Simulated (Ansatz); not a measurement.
The same ligand exchange along the group Mg, Zn, Cd.

Gas-phase electronic energies from Ansatz, PBE0-D4/def2-TZVP geometries. CCSD(T)/CBS is the MP2 limit (def2-TZVPP, def2-QZVPP) plus CCSD(T) − MP2 in def2-TZVPP, frozen cores. This one scheme is used for every species. DFT in def2-TZVPP. def2 core potentials past Kr. For Cd, Mg, Zn outer-core shells are correlated without core-valence functions, which leaves a few kJ/mol of doubt a bond. Scalar relativity is left out up to krypton. One conformer a species, not always the lowest.

| reaction | CCSD(T)/CBS(def2) (eV) |
| --- | --- |
| `C[O][Mg][F]` + HCl → `C[O][Mg][Cl]` + H–F | -0.26 |
| `C[O][Zn][F]` + HCl → `C[O][Zn][Cl]` + H–F | -0.70 |
| `C[O][Cd][F]` + HCl → `C[O][Cd][Cl]` + H–F | ? |

Q: Fill in the missing values. (Best estimate.)

A: The calculation gave: `C[O][Cd][F]` + HCl → `C[O][Cd][Cl]` + H–F: -0.93 eV.

Largest T1 diagnostic: 0.018, for `C[O][Cd][F]`.
